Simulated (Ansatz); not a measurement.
The cluster Li₃N⁺. The state is a quartet with charge 1. Geometry PBE0-D4/def2-TZVP; atoms count from 1.

```tsv
atom	x (Å)	y (Å)	z (Å)
Li1	-1.689	-1.582	0.161
Li2	0.220	1.688	-0.771
Li3	1.745	0.151	0.586
N4	-0.276	-0.257	0.025
```

At PBE0-D4/def2-TZVP a doublet of charge 1 lies 2.72 eV below the quartet, each at its own geometry. The structure comes from a short search, and lower isomers may exist.

(1) Estimate the Mulliken populations from the PBE0/def2-TZVP orbitals of Ansatz.

(2) Where does the spin sit?

(3) And the Mayer bond orders between bonded heavy atoms (over 0.3)?

## Answers

(1) 
| atom | charge (e) | spin (α − β) |
| --- | --- | --- |
| Li1 | 0.85 | 0.05 |
| Li2 | 0.43 | 0.51 |
| Li3 | 0.44 | 0.51 |
| N4 | -0.72 | 1.93 |
Mulliken values and Mayer orders depend strongly on the basis.

(2) Summed by element: Li 1.07, N 1.93, of 3 unpaired in all. Largest on single atoms: N4 1.93, Li2 0.51, Li3 0.51.

(3) Li2–Li3 0.51 (2.55 Å).
